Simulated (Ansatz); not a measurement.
K4H4. The state is a quintet with charge 0. Geometry r2SCAN-D4/def2-SVP.

```xyz
8

K    -0.227    2.849   -2.291
K     2.018   -1.939    2.306
K    -1.998    1.570    2.581
K     0.204   -2.469   -2.703
H     1.434    0.439   -0.201
H    -1.435   -0.407   -0.257
H     1.160    0.904    0.349
H    -1.157   -0.947    0.216
```

HSE06 is defined as in plane-wave codes, on full-range PBE exchange. In the quintet geometry the species has come apart into loosely held pieces. In the quintet, H5 and H7 lie 0.77 Å apart, H6 and H8 lie 0.77 Å apart (atoms count from 1), so H2 has formed as a molecule. At PBE0-D4/def2-TZVP a singlet of charge 0 lies 1.22 eV below the quintet, each at its own geometry. The structure comes from a short search, and lower isomers may exist.

Task: Estimate the α-spin orbital energies around the gap (eV) in Ansatz with PBE-D4/def2-TZVP, r2SCAN-D4/def2-TZVP, r2SCANh-D4/def2-TZVP, HSE06-D4/def2-TZVP, ωB97M-V/def2-TZVP.

Result: 
```tsv
orbital	PBE-D4/def2-TZVP	r2SCAN-D4/def2-TZVP	r2SCANh-D4/def2-TZVP	HSE06-D4/def2-TZVP	ωB97M-V/def2-TZVP
HOMO−13	-18.81	-19.48	-20.20	-20.46	-23.37
HOMO−12	-18.81	-19.47	-20.20	-20.46	-23.37
HOMO−11	-18.81	-19.47	-20.19	-20.46	-23.37
HOMO−10	-18.80	-19.47	-20.19	-20.45	-23.37
HOMO−9	-18.80	-19.46	-20.19	-20.45	-23.37
HOMO−8	-18.80	-19.46	-20.18	-20.45	-23.36
HOMO−7	-18.80	-19.46	-20.18	-20.45	-23.36
HOMO−6	-18.80	-19.46	-20.18	-20.44	-23.36
HOMO−5	-11.05	-11.55	-12.16	-12.33	-15.50
HOMO−4	-10.60	-11.10	-11.68	-11.84	-14.92
HOMO−3	-2.89	-3.00	-3.21	-3.08	-4.72
HOMO−2	-2.79	-2.87	-3.05	-2.92	-4.40
HOMO−1	-2.76	-2.85	-3.03	-2.90	-4.37
HOMO	-1.99	-1.99	-2.11	-2.02	-3.18
LUMO	-1.44	-1.48	-1.33	-1.37	0.21
LUMO+1	-1.36	-1.35	-1.20	-1.26	0.22
LUMO+2	-1.35	-1.34	-1.19	-1.25	0.23
LUMO+3	-1.01	-1.02	-0.86	-0.91	0.54
LUMO+4	-0.94	-0.90	-0.75	-0.84	0.56
LUMO+5	-0.64	-0.57	-0.42	-0.52	0.82
β HOMO	-10.48	-10.98	-11.57	-11.71	-14.80
β LUMO	-2.14	-1.47	-1.41	-1.89	0.03
```
